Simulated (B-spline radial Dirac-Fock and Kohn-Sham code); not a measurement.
**Binding energies of N²⁺**

System: N²⁺, configuration [He] 2s2 2p1, inside a Watson sphere of charge -2 and radius 2 Å (a model of the Madelung potential; inside it an electron's potential energy is raised by 14.4 eV); nuclear rms radius 2.5582 fm (A = 14).

Input of the calculation (task.json; shells as n, l, electrons):

```json
{"items": [{
  "Z": 7,
  "q": 2,
  "cfg": [[1, 0, 2], [2, 0, 2], [2, 1, 1]],
  "A": 14,
  "rrms": 2.5582,
  "watson": [-2, 2.0],
  "do": ["binding"]
}]}
```

Run with: `python xray_run.py task.json out`

The computed values come from a radial atomic solver: relaxed Dirac-Fock hole states (ΔSCF) with Breit and QED corrections and a finite nucleus. The model has no electron correlation. Energies are counted from the vacuum level.

All terms are in eV, carry their sign (relaxation lowers the binding energy) and add up to the binding energy; ⟨r⟩ is the mean radius of the orbital in the initial state.

```
 subshell  −ε (Koopmans)  relaxation  Breit    QED  binding energy  ⟨r⟩ (bohr)
   K (1s)          451.7       -7.81  -0.11  -0.03           443.7       0.227
  L1 (2s)          42.02       -0.69   0.00   0.00           41.33       1.178
L2,3 (2p)          33.37       -0.60   0.00   0.00           32.76       1.121
```
